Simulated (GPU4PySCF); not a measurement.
diphenyl sulfone (C12H10O2S), SMILES c1ccccc1S(=O)(c1ccccc1)=O. Atoms are numbered in the order given.

```xyz
25

O     -0.0016    -1.2530    -2.0383
S      0.0000     0.0000    -1.3345
O      0.0016     1.2530    -2.0383
C     -1.3873     0.0015    -0.2374
C     -1.9121     1.2119     0.1919
C     -2.9905     1.2075     1.0614
C     -3.5316     0.0037     1.4915
C     -3.0037    -1.2011     1.0482
C     -1.9252    -1.2077     0.1787
C      1.3873    -0.0015    -0.2374
C      1.9252     1.2077     0.1787
C      3.0037     1.2011     1.0482
C      3.5316    -0.0037     1.4915
C      2.9905    -1.2075     1.0614
C      1.9121    -1.2119     0.1919
H     -1.4872     2.1386    -0.1730
H     -3.4141     2.1458     1.3993
H     -4.3764     0.0045     2.1705
H     -3.4374    -2.1384     1.3758
H     -1.5099    -2.1347    -0.1964
H      1.5099     2.1347    -0.1964
H      3.4374     2.1384     1.3758
H      4.3764    -0.0045     2.1705
H      3.4141    -2.1458     1.3993
H      1.4872    -2.1386    -0.1730
```

Geometry optimised at PBE0-D3(BJ)/def2-TZVP. The values are those of a single conformer.

Level of theory: SMD-B3LYP/6-31G* in GPU4PySCF.

Solvation free energies are E(SMD) − E(gas) at the gas-phase geometry, for 1 M in both phases. In vacuum the dipole moment is 5.34 D.

Computed solvation free energies in water, ethylethanoate, tetrahydrofuran, toluene:
| solvent | ΔG(solv) (kcal/mol) | its non-electrostatic (CDS) part | dipole (D) |
|---|---|---|---|
| water | -8.8 | 4.4 | 7.32 |
| ethylethanoate | -11.9 | -4.9 | 6.39 |
| tetrahydrofuran | -12.0 | -4.5 | 6.46 |
| toluene | -10.7 | -6.5 | 5.97 |
